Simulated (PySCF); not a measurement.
A family of related molecules: cyclic III–V and III–VI dimers. Gas-phase values, no solvent. Strings in code marks are SMILES.

The HOMO from two functionals at the same geometries (CAM-B3LYP-D3(BJ)/def2-SVP), both in PySCF: PBE-D3(BJ)/def2-TZVP and CAM-B3LYP-D3(BJ)/def2-TZVP. 

```json
[
 {"species": "`[BH2-]1[SeH+][BH2-][SeH+]1`", "PBE-D3(BJ)/def2-TZVP (eV)": "-6.58"},
 {"species": "`[AlH2-]1[SH+][AlH2-][SH+]1`", "PBE-D3(BJ)/def2-TZVP (eV)": "-7.02"},
 {"species": "`[GaH2-]1[SeH+][GaH2-][SeH+]1`", "PBE-D3(BJ)/def2-TZVP (eV)": "-6.64"},
 {"species": "`[SeH+]1[InH2-][SeH+][InH2-]1`", "PBE-D3(BJ)/def2-TZVP (eV)": "-6.46"}
]
```

### Question
What does CAM-B3LYP-D3(BJ)/def2-TZVP give for each?

### Answer

- `[BH2-]1[SeH+][BH2-][SeH+]1`: -8.91
- `[AlH2-]1[SH+][AlH2-][SH+]1`: -9.57
- `[GaH2-]1[SeH+][GaH2-][SeH+]1`: -8.94
- `[SeH+]1[InH2-][SeH+][InH2-]1`: -8.69
Over these rows, drawn at random from the members with no instability flagged (it was tested for open shells, ions and some series alone), PBE minus CAM-B3LYP-D3(BJ): mean +2.35 eV, from +2.23 eV to +2.55 eV.
